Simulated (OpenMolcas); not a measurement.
How basis sets differ on C2H5AlBN (SMILES B[C]1=C[NH][AlH]1)

C2H5AlBN has 10 atoms, charge 0, and is taken as a singlet. As SMILES, `B[C]1=C[NH][AlH]1`. The shape is that of a PBE0-D4/def2-TZVP optimisation.

```xyz
10

B    -1.2530    0.5767   -1.4187
C    -0.1438    0.2428   -0.4788
C    -0.3150   -0.4713    0.7023
N     0.8209   -0.6735    1.4228
Al    1.6885    0.2649    0.0805
H    -2.3757    0.2170   -1.1617
H    -1.0762    1.1954   -2.4326
H    -1.2730   -0.8592    1.0617
H     0.7920   -1.1794    2.2897
H     3.2184    0.6355   -0.0622
```

Each level gives the dipole moment (D). The values are calculated.

| level | kind | program | value (D) | CPU time |
| --- | --- | --- | --- | --- |
| HF/ANO-RCC-MB (DKH2) | Hartree–Fock | OpenMolcas | 4.41 | 2.9 s |
| HF/STO-3G | Hartree–Fock | OpenMolcas | 3.98 | 1.6 s |
| HF/3-21G | Hartree–Fock | OpenMolcas | 3.87 | 2.4 s |
| HF/ANO-XS-VDZ (DKH2) | Hartree–Fock | OpenMolcas | 3.72 | 4.1 s |
| HF/6-31G* (spherical functions) | Hartree–Fock | OpenMolcas | 3.64 | 7.7 s |

The values span 3.64 to 4.41 D. Magnitudes only. Sets without polarisation functions give poor dipoles. CPU times are rough (shared hosts, several kinds of processor and program).
